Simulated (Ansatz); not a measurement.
Z-matrix (Å, degrees):
```
Ge
B 1 2.003
N 1 1.923 2 40.5
H 1 1.539 2 124.6 3 -83.3
H 1 1.539 2 124.6 3 83.3
F 2 1.317 1 154.2 3 180.0
H 3 1.008 1 146.4 2 180.0
```

Total charge 0; spin multiplicity 1.

Question: List the PBE0/def2-TZVPP orbital energies in eV (Ansatz 0.2.0). (An estimate is asked.)

Answer: Computed: Occupied: -10860.11, -1358.36, -1208.20, -1208.15, -1208.14, -674.32, -391.39, -186.29, -171.09, -120.98, -120.83, -120.80, -33.97, -33.81, -33.73, -33.72, -33.61, -33.57, -24.13, -16.52, -15.38, -14.08, -13.07, -12.89, -10.27, -9.81, -8.31, -7.36. Lowest empty: -0.65, 0.44, 0.88, 1.76, 2.07, 2.37, 3.15, 3.36.
